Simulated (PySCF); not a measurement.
H₂O₂Y, neutral, multiplicity 2. Atoms are numbered in the order given.

```xyz
5

Y      0.0000     0.0000     0.3477
O      0.0000     1.7171    -0.6744
H      0.0000     2.3577    -1.3839
O      0.0000    -1.7171    -0.6744
H      0.0000    -2.3577    -1.3839
```
Charge 0, spin multiplicity 2.

Geometry optimised at r2SCAN-D4/def2-TZVP. The def2 effective core potentials stand for the cores of Y; spin–orbit coupling is left out. One conformer was computed; it need not be the lowest.

Level of theory: B3LYP/def2-TZVPD in PySCF.

Mulliken values depend strongly on the basis, most of all with diffuse functions as here. ESP charges are fitted to the potential on shells at 1.4 to 2.0 van der Waals radii. Atomic charges (e):

```
atom  Mulliken  ESP fit  Mulliken spin
----  --------  -------  -------------
Y1        0.98     0.58           1.07
O2       -0.74    -0.66          -0.05
H3        0.25     0.37           0.01
O4       -0.74    -0.66          -0.05
H5        0.25     0.37           0.01
```
